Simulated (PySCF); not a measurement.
# Dipole response of Ti²⁺ (titanium, charge +2)

[Ar] 3d2, high-spin 3F determinant. Calculation: PySCF 2.14, in dyall-av2z; the non-relativistic Hamiltonian (point nucleus). Coupled (time-dependent) response in atomic units; α is the mean over directions. A double-zeta set is small for polarisabilities.

```tsv
method	mean α (bohr³)	C₆ (like pair)	S(−4)
wB97X-V	4.739	14.19	18.74
```

S(−4) is the Cauchy moment in α(ω) = α(0) + S(−4) ω² + …

α(iu) at wB97X-V:

| u (hartree) | α(iu) (bohr³) |
| --- | --- |
| 0 | 4.739 |
| 0.0500 | 4.693 |
| 0.100 | 4.567 |
| 0.200 | 4.179 |
| 0.300 | 3.764 |
| 0.500 | 3.093 |
| 0.750 | 2.500 |
| 1.00 | 2.062 |
| 1.50 | 1.457 |
| 2.00 | 1.071 |
| 3.00 | 0.6380 |
| 5.00 | 0.2980 |

A single London oscillator, α(iu) = α/(1 + u²/ω²), gives C₆ = (3/4) ω α². Matching the computed C₆ needs ω = 4 × 14.19 / (3 × 4.739²) = 0.842 hartree.

For an ion, C₆ is the dispersion term alone; charge-induced terms of lower order in 1/R come first.
